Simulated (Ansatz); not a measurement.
BeH2 (SMILES [BeH2]) moved off its minimum; all values from Ansatz (a quantum-chemistry and plane-wave program), cores frozen in correlated methods.
(charge 0, multiplicity 1)
```xyz
3

Be     0.01790     0.01916     0.01108
H     -0.00129    -0.00734     1.32708
H      0.00173     0.01212    -1.32182
```

Forces at MP2/aug-cc-pVTZ (eV/Å):

| atom | Fx | Fy | Fz |
|---|---|---|---|
| Be1 | -0.053 | -0.049 | -0.264 |
| H2 | 0.025 | 0.022 | 0.209 |
| H3 | 0.028 | 0.027 | 0.055 |

Task: Give the forces (eV/Å), the total energy and the dipole at CCSD(T)/aug-cc-pVTZ.

Result: 
```tsv
atom	Fx	Fy	Fz
Be1	-0.051	-0.047	-0.261
H2	0.024	0.021	0.267
H3	0.027	0.026	-0.006
```
Energy -15.8492 hartree, dipole 0.09 D.
